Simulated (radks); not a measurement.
Problem. Sn3+, 47 electrons, occupied as [Kr] 4d7.5 5s2 5p1.5 (fractional occupations, a model configuration). Calculated with a radial shooting solver on a logarithmic mesh with Libxc functionals: scalar-relativistic Kohn-Sham, BLYP, spin-polarised, spherical densities, point nucleus; open shells are filled with parallel spins first (spin-orbit coupling, left out, can overturn this in heavy ions). Some entries of the table are withheld. Estimate them.

orbital,occ.,eigenvalue (Ry),r(max) (bohr)
1s up,1,-2136.547,0.01877
1s down,1,-2136.542,0.01877
2s up,1,-325.7755,0.1061
2s down,1,-325.7194,0.1061
2p up,3,-292.8525,0.08494
2p down,3,-292.8071,0.08493
3s up,1,-65.81970,0.3075
3s down,1,-65.78888,0.3075
3p up,3,-55.06875,0.3008
3p down,3,-55.03363,0.3009
3d up,5,-38.52897,0.2508
3d down,5,-38.47723,0.2509
4s up,1,-13.38813,0.7418
4s down,1,-13.19295,0.7411
4p up,3,(1),0.7817
4p down,3,(2),0.7812
4d up,5,-5.21681,(3)
4d down,2.5,-5.02827,(4)
5s up,1,(5),1.789
5s down,1,(6),1.793
5p up,1.5,-2.36887,2.034
5p down,0,-2.25116,2.049

Solution. 
(1) 4p up eigenvalue (Ry): -10.07978
(2) 4p down eigenvalue (Ry): -9.88437
(3) 4d up r(max) (bohr): 0.8632
(4) 4d down r(max) (bohr): 0.8635
(5) 5s up eigenvalue (Ry): -3.15080
(6) 5s down eigenvalue (Ry): -3.01942
